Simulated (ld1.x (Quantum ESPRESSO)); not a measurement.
Reading a pseudo-wave (sulfur (S))

Columns: radius, all-electron u(r) and pseudo u(r) of the 3p shell (level -7.15 eV) of sulfur in the configuration [Ne] 3s1.75 3p4.25; PBE, scalar-relativistic, TM scheme, ld1.x (Quantum ESPRESSO) 7.5.

```csv
r (bohr),all-electron,pseudo
0.078,0.1168,-0.0100
0.155,0.2583,-0.0377
0.232,0.3264,-0.0783
0.310,0.3194,-0.1254
0.388,0.2574,-0.1718
0.465,0.1639,-0.2124
0.542,0.0547,-0.2470
0.620,-0.0602,-0.2789
0.698,-0.1718,-0.3122
0.775,-0.2742,-0.3513
0.852,-0.3665,-0.3998
0.930,-0.4484,-0.4580
1.008,-0.5188,-0.5201
1.085,-0.5774,-0.5774
1.162,-0.6252,-0.6252
1.240,-0.6635,-0.6635
1.318,-0.6923,-0.6923
1.395,-0.7124,-0.7124
1.472,-0.7252,-0.7252
1.550,-0.7317,-0.7317
1.628,-0.7325,-0.7325
1.705,-0.7286,-0.7286
1.782,-0.7209,-0.7209
1.860,-0.7096,-0.7096
1.938,-0.6957,-0.6957
2.015,-0.6798,-0.6798
```

(1) How many radial nodes do the two functions have?

(2) At about which radius was the pseudo-wave matched?

(3) Is the pseudo-wave norm-conserving?

Answers

(1) The all-electron 3p function has n − l − 1 = 1; the pseudo-wave has 0, since the states of the same l below it are removed with the core.

(2) 1.15 bohr, where the columns begin to agree (steps of 0.08 bohr).

(3) Yes: the TM scheme keeps the norm inside the radius equal to the all-electron one, which fixes the energy derivative of the logarithmic derivative at the level.
